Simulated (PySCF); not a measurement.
## Continuum solvent and chemical shifts

Atoms are numbered as in `[O:1]=[C:2]([F:3])[c:4]1[cH:5][cH:6][c:7]([OH:8])[cH:9][cH:10]1` (H(Xn): hydrogen on atom n).

GIAO PBE0/pcSseg-1 in PySCF 2.14.0 with density-fitted response routines on one PBE0-D3(BJ)/def2-SVP conformer, non-relativistic, equivalent nuclei averaged. Solvents enter as an IEF-PCM continuum (chloroform with ε = 4.7, dichloromethane with ε = 8.9) around the gas-phase geometry. Shifts are referred to TMS, CFCl3 computed in the same medium.

In chloroform, δ in ppm: C7 169.3, C2 164.9, C5/C10 142.1, C4 120.4, C6/C9 120.2, F3 10.4, H(C5)/H(C10) 8.26, H(C6)/H(C9) 7.11, H(O8) 5.37. Dipole moment 5.40 D.

(1) How does each δ change in the more polar medium?

(2) Which nuclei move most (in ppm), and what does the model miss?

Results:

(1) 
```tsv
atoms	environment	Δδ, dichloromethane
C7	aromatic carbon bearing oxygen	+0.4
C2	carbonyl carbon	+0.5
C5/C10	aromatic CH	+0.2
C4	substituted aromatic carbon	-0.1
C6/C9	aromatic CH	+0.4
F3	fluorine bonded to C	+0.1
H(C5)/H(C10)	hydrogen on an aromatic CH	+0.02
H(C6)/H(C9)	hydrogen on an aromatic CH	+0.06
H(O8)	hydrogen on a phenol-type oxygen	+0.19
```

Changes are relative to chloroform. The dipole moment becomes 5.58 D in dichloromethane.

(2) C7 (aromatic carbon bearing oxygen, +0.4 ppm) and C2 (carbonyl carbon, +0.5 ppm) and C6/C9 (aromatic CH, +0.4 ppm) in dichloromethane. A continuum only polarises the solute; specific hydrogen bonds, the anisotropy of aromatic solvents and changes of geometry or conformer are outside it.
